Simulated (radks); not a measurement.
Values are calculated unless marked as measured or tabulated.
The aluminium ion Al2+ inside a hard spherical wall (all orbitals vanish at R), configuration held at [Ne] 3s1 and not refilled when levels cross. Level of theory: non-relativistic Kohn-Sham, LDA (Slater exchange, Perdew-Wang correlation), spin-polarised, spherical densities, point nucleus; open shells are filled with parallel spins first (a radial shooting solver on a logarithmic mesh with Libxc functionals). Eigenvalues in eV for spin up, with the zero of energy where the potential of the charges vanishes at infinity; a dash marks a level that is unbound or too diffuse for the functional's potential to be trusted. A positive occupied level is held by the wall or, in an anion where self-interaction has pushed it up, behind a barrier. The pressure on the wall is -dE/dV.

R (bohr) = free: E (hartree) -240.40178; kinetic (hartree) 239.798; e(1s) -1522.0; e(2s) -127.72; e(2p) -90.431; e(3s) -24.540; e(3p, empty) -17.971; e(3d, empty) -10.051; pressure (GPa) 0
R (bohr) = 20: E (hartree) -240.40178; kinetic (hartree) 239.798; e(1s) -1522.0; e(2s) -127.72; e(2p) -90.431; e(3s) -24.540; e(3p, empty) -17.971; e(3d, empty) -10.051; pressure (GPa) < 0.0001
R (bohr) = 15: E (hartree) -240.40178; kinetic (hartree) 239.798; e(1s) -1522.0; e(2s) -127.72; e(2p) -90.431; e(3s) -24.540; e(3p, empty) -17.971; e(3d, empty) -10.051; pressure (GPa) < 0.0001
R (bohr) = 8: E (hartree) -240.40177; kinetic (hartree) 239.798; e(1s) -1522.0; e(2s) -127.71; e(2p) -90.430; e(3s) -24.539; e(3p, empty) -17.967; e(3d, empty) -9.985; pressure (GPa) 0.00100
R (bohr) = 7: E (hartree) -240.40167; kinetic (hartree) 239.800; e(1s) -1522.0; e(2s) -127.71; e(2p) -90.423; e(3s) -24.533; e(3p, empty) -17.947; e(3d, empty) -9.843; pressure (GPa) 0.0118
R (bohr) = 6: E (hartree) -240.40083; kinetic (hartree) 239.809; e(1s) -1522.0; e(2s) -127.67; e(2p) -90.380; e(3s) -24.490; e(3p, empty) -17.839; e(3d, empty) -9.428; pressure (GPa) 0.130
R (bohr) = 4: E (hartree) -240.35579; kinetic (hartree) 240.080; e(1s) -1520.9; e(2s) -126.70; e(2p) -89.416; e(3s) -22.838; e(3p, empty) -15.158; e(3d, empty) -4.905; pressure (GPa) 12.1
R (bohr) = 3.5: E (hartree) -240.29036; kinetic (hartree) 240.367; e(1s) -1519.9; e(2s) -125.89; e(2p) -88.603; e(3s) -20.702; e(3p, empty) -12.265; e(3d, empty) -1.338; pressure (GPa) 37.3
R (bohr) = 3: E (hartree) -240.13391; kinetic (hartree) 240.944; e(1s) -1518.3; e(2s) -124.57; e(2p) -87.272; e(3s) -15.877; e(3p, empty) -6.340; e(3d, empty) 4.908; pressure (GPa) 123
R (bohr) = 2: E (hartree) -238.60558; kinetic (hartree) 245.736; e(1s) -1507.8; e(2s) -117.33; e(2p) -79.629; e(3s) 25.656; e(3p, empty) 36.956; e(3d, empty) 40.012; pressure (GPa) 2270
